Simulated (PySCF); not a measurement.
C₄H₅FNSi (doublet state).
Numbering: `[NH2:1][Si@H:2]1[C:3]=[CH:4][C:5]([F:6])=[CH:7]1` (hydrogens: H8, H9 on N1; H10 on Si2; H11 on C4; H12 on C7)

Cartesian coordinates in Å at the GFN2-xTB level; atoms count from 1:
```xyz
12
C4H5FNSi angstrom
N     -2.2353    0.2793   -0.4037
Si    -0.8089    0.4282    0.5421
C      0.1190   -1.1043    1.1459
C      1.3268   -1.1793    0.6141
C      1.6126   -0.1047   -0.3439
F      2.8170   -0.1109   -0.9536
C      0.6724    0.8098   -0.5743
H     -2.2099   -0.2495   -1.2608
H     -3.1164    0.1487    0.0636
H     -1.0695    1.3887    1.6057
H      2.0774   -1.9311    0.7998
H      0.8161    1.6243   -1.2607
```

The hyperfine couplings belong to this conformer and change with its torsions.

Method: PySCF 2.14.0, UKS B3LYP, pcH-1 on C F H N Si, non-relativistic, mean-field spin-orbit, GIAO. Geometry: GFN2-xTB, one conformer, isolated molecule. A GFN2-xTB geometry isn't a minimum of the functional, and hyperfine couplings can be far from their values at a DFT geometry. No stability test was run, so a lower SCF solution isn't excluded.

**Question.** What is the g tensor, term by term?

**Answer.** 
```
                    Δg (ppm)     1     2     3
relativistic mass correction  -163  -163  -163
            gauge correction    41     9     2
   orbital Zeeman/spin–orbit  -543   -39  1130
                       total  -665  -193   969
```

So g = 2.00165, 2.00213, 2.00329 and g_iso = 2.00236; the tensor is rhombic: the two nearest values differ by 29 % of g3 − g1. Axes: g2 points within 1° of the C4–C5 bond.

**Question.** What effective moment and Curie constant follow for a powder?

**Answer.** With the mean of g² = 4.0094 and S(S+1) = 0.75: μ_eff = √(⟨g²⟩S(S+1)) = 1.734 μB and χT = 0.12505·⟨g²⟩·S(S+1) = 0.376 cm³ K/mol (cgs; spin-Hamiltonian part alone).

**Question.** At 33.894 GHz, how far is the centre of the isotropic spectrum from where a free electron (g = 2.002319) resonates?

**Answer.** B = hν/(g μB) with μB/h = 13.99624 MHz/mT gives 1209.42 mT for the free electron and 1209.40 mT at g_iso, 0.02 mT lower.

**Question.** What are the electron Larmor frequencies g μB B/h along the three axes at 350 mT?

**Answer.** 9.8055, 9.8078, 9.8135 GHz for g1, g2 and g3, a range of 8.0 MHz.

**Question.** In a frozen sample, at which fields do the three g values resonate at 9.5, 34, 94 and 263 GHz (hyperfine left aside), and which band first spreads them over more than twice a line width of 0.3 mT?

**Answer.** 
| band | GHz | B(g3) mT | B(g2) mT | B(g1) mT | spread mT |
| --- | --- | --- | --- | --- | --- |
| X | 9.5 | 338.82 | 339.02 | 339.10 | 0.28 |
| Q | 34.0 | 1212.62 | 1213.32 | 1213.61 | 0.99 |
| W | 94.0 | 3352.53 | 3354.48 | 3355.27 | 2.74 |
| J | 263.0 | 9379.96 | 9385.40 | 9387.61 | 7.66 |

The spread grows in proportion to the frequency. Q band is the first where it exceeds 0.6 mT.

The largest Mulliken spin populations are on C3 (+1.00), C4 (-0.16) and C5 (+0.09). No atom but C3 exceeds +0.15.

The HOMO–LUMO gaps are 4.73 eV among the α and 3.65 eV among the β orbitals.

On one thread, Arm Neoverse V2 (aarch64) (shared host), this took 61 s of wall time (grids of density and orbitals included) and 0.91 GiB of memory at its peak.
